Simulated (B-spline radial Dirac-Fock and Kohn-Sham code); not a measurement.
**Ionisation of each subshell: Te⁴⁴⁺**

System: the Te⁴⁴⁺ ion, configuration [He] 2s2 2p4; nuclear rms radius 4.7423 fm (A = 130).

Method: Dirac-Fock ΔSCF + Breit + QED. Computed with a radial B-spline solver. No correlation. Energies are counted from the vacuum level.

All terms are in eV, carry their sign (relaxation lowers the binding energy) and add up to the binding energy; ⟨r⟩ is the mean radius of the orbital in the initial state.

```tsv
subshell	−ε (Koopmans)	relaxation	Gaunt	retardation	QED	binding energy	⟨r⟩ (bohr)
K	35416.1	-15.59	-70.69	4.11	-37.08	35296.9	0.028
L1	8009.3	-1.62	-7.30	0.46	-5.05	7995.8	0.115
L2,3	7589.2	-2.23	-9.99	1.75	-0.14	7578.6	0.102
```

For the deepest level, K (1s), the Breit terms make up -0.189 % of the binding energy, QED -0.105 % and orbital relaxation -0.044 %.

Going to the tabulated ground configuration of the next ion removes an electron from L2,3 (2p), computed at 7578.6 eV. NIST lists 7485 ± 4 eV as the ionisation energy of this species (theoretical), -93.62 eV from the computed value. Where a p, d or f shell is open in either ion the computed value averages over both j values and all terms, while the table refers to the lowest levels; that difference holds spin-orbit splitting (largest in heavy or highly charged ions), term energies where several electrons share open shells, and correlation, and it can reach 10 % or more.
